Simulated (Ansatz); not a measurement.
Bond stretch in BH, singlet.

Level of theory: full CI/aug-cc-pVTZ, frozen core in Ansatz (a first-principles code).

Q: Relative to R = 1.24 Å, what are the energies at R = 1.45, 1.87, 3.00, 4.94 Å?

A: 0.302 eV at 1.45 Å, 1.461 eV at 1.87 Å, 3.332 eV at 3.00 Å, 3.624 eV at 4.94 Å.
